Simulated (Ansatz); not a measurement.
Ti2Te3, 5 atoms. Hardware: 4 threads of Intel Xeon 6975P-C on a shared host.

In the def2 sets Te takes a core potential; there is no spin–orbit coupling. Correlated methods freeze 22 core orbitals; core or outer-core shells of Ti, Te are correlated, in sets that lack core-valence functions.

How many basis functions does each of these Ansatz runs have, and roughly what does it cost? CCSD(T)/def2-SVP, charge 0 singlet, energy, from earlier orbitals; PBE-D4/def2-TZVP, charge 0 singlet, energy and forces, from earlier orbitals; MP2/def2-TZVP, charge 0 singlet, energy, from earlier orbitals; PBE-D4/def2-SVP, charge 0 singlet, relaxation, 13 steps; PBE-D4/def2-SVP, charge 0 singlet, energy, from earlier orbitals; HF/STO-3G, charge 0 singlet, energy; PBE0-D4/def2-TZVP, charge 0 singlet, energy, from earlier orbitals; PBE0-D4/def2-SVP, charge 0 singlet, energy, from earlier orbitals; r2SCAN-D4/def2-TZVP, charge 0 singlet, energy, from earlier orbitals; HSE06-D4/def2-TZVP, charge 0 singlet, energy, from earlier orbitals; CAM-B3LYP-D4/def2-TZVP, charge 0 singlet, energy, from earlier orbitals; r2SCANh-D4/def2-TZVP, charge 0 singlet, energy, from earlier orbitals.

Other jobs shared the machine, so times can vary by a factor of up to 3. A dash marks memory too small to be measured apart from the calling script's.

| run | functions | fitting or Cholesky vectors | wall time | peak host memory (GiB) |
| --- | --- | --- | --- | --- |
| PBE-D4/def2-SVP, charge 0 singlet, energy, from earlier orbitals | 140 | 1720 | 1.4 s | – |
| HF/STO-3G, charge 0 singlet, energy | 117 | 1362 | 2.2 s | – |
| PBE-D4/def2-TZVP, charge 0 singlet, energy and forces, from earlier orbitals | 240 | 1984 | 3.1 s | – |
| PBE0-D4/def2-SVP, charge 0 singlet, energy, from earlier orbitals | 140 | 1699 | 3.2 s | – |
| r2SCAN-D4/def2-TZVP, charge 0 singlet, energy, from earlier orbitals | 240 | 1984 | 5.5 s | – |
| HSE06-D4/def2-TZVP, charge 0 singlet, energy, from earlier orbitals | 240 | 2246 | 6 s | 1.3 |
| PBE0-D4/def2-TZVP, charge 0 singlet, energy, from earlier orbitals | 240 | 2246 | 9 s | 1.3 |
| r2SCANh-D4/def2-TZVP, charge 0 singlet, energy, from earlier orbitals | 240 | 2063 | 9.5 s | 1.2 |
| PBE-D4/def2-SVP, charge 0 singlet, relaxation, 13 steps | 140 | 1720 | 17 s | – |
| CAM-B3LYP-D4/def2-TZVP, charge 0 singlet, energy, from earlier orbitals | 240 | 2174 | 18 s | 1.8 |
| MP2/def2-TZVP, charge 0 singlet, energy, from earlier orbitals | 240 | 2244 | 44 s | 1.7 |
| CCSD(T)/def2-SVP, charge 0 singlet, energy, from earlier orbitals | 140 | 1699 | 79 s | 1.4 |
